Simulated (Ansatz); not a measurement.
Consider the formal exchange of groups at a Zn–C bond: `B[CH](C)[ZnH]` + `COCF` → `CO[CH2][ZnH]` + `BC(C)F`.

Computed with Ansatz on PBE0-D4/def2-TZVP structures; ΔE is electronic, products minus reactants. CCSD(T)/CBS adds triple-zeta CCSD(T) − MP2 to the extrapolated MP2 energy (def2 sets, frozen cores). Functionals use def2-TZVPP. For Zn outer-core shells are correlated without core-valence functions, which leaves a few kJ/mol of doubt a bond. Scalar relativity is left out up to krypton. Each species was taken in one conformer, which may not be the lowest.

| level | ΔE (kcal/mol) |
| --- | --- |
| r2SCAN-D4 | 25.3 |
| ωB97M-V | 23.4 |
| CCSD/def2-TZVPP | 23.8 |
| CCSD(T)/def2-TZVPP | 25.1 |
| HF/def2-QZVPP | 19.4 |
| SCS-MP2/def2-QZVPP | 23.8 |
| HF/CBS(def2) | 19.4 |
| MP2/CBS(def2) | 25.2 |

**Question.** What does CCSD(T)/CBS give? (Estimate.)

**Answer.** The calculation gave: +24.2 kcal/mol. The listed levels differ from it by 1.1, -0.8, -0.4, 0.9, -4.8, -0.4, -4.8, 1.0 kcal/mol.

Largest T1 diagnostic among the species: 0.014.

In def2-TZVPP, CCSD(T) changes the Hartree–Fock value by +5.7 kcal/mol (the triples alone add +1.3 kcal/mol) and MP2 by +6.7 kcal/mol. The D4 term adds +0.8 kcal/mol with B3LYP and +0.4 kcal/mol with PBE0; it sums over pairs of atoms, weighted by their polarisabilities, and B3LYP, whose exchange is more repulsive, gets the larger term.

B3LYP here is the variant with VWN-RPA as its local correlation; programs differ in this.
